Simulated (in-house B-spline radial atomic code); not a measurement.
RPA and G0W0 for V12+, [Ne] 3s1, highest spin, as one setting changes: the share of exact exchange in the PBE hybrid start. A dash marks a level of low quasi-particle weight. Computed with an all-electron radial atomic-structure program (B-spline basis): all electrons, scalar-relativistic (spin-free one-electron X2C), finite nucleus, each spin shell either full or empty, empty states to l = 9 with an (l + 1/2)⁻⁴ tail; G0W0 by contour deformation at full frequency.

| share of exact exchange in the PBE hybrid start | mean-field level (eV) | G0W0 level (eV) | RPA correlation (Eh) |
| --- | --- | --- | --- |
| 0 | -325.30 | 3s up -338.22 | -0.70595 |
| 0.1 | -326.41 | 3s up -338.15 | -0.69975 |
| 0.2 | ? | ? | ? |
| 0.3 | -328.64 | 3s up -338.02 | -0.68836 |
| 0.4 | -329.74 | 3s up -337.96 | -0.68308 |
| 0.5 | -330.85 | 3s up -337.90 | -0.67801 |
| 0.6 | -331.96 | 3s up -337.85 | -0.67315 |
| 0.7 | -333.06 | 3s up -337.80 | -0.66846 |
| 0.8 | -334.16 | 3s up -337.76 | -0.66393 |
| 0.9 | ? | ? | ? |
| 1 | -336.36 | 3s up -337.67 | -0.65527 |

Problem. What belongs in the row for 0.9?

Solution. mean-field level (eV): -335.26; G0W0 level (eV): 3s up -337.71; RPA correlation (Eh): -0.65954.

Problem. What belongs in the row for 0.2?

Solution. mean-field level (eV): -327.53; G0W0 level (eV): 3s up -338.08; RPA correlation (Eh): -0.6939.
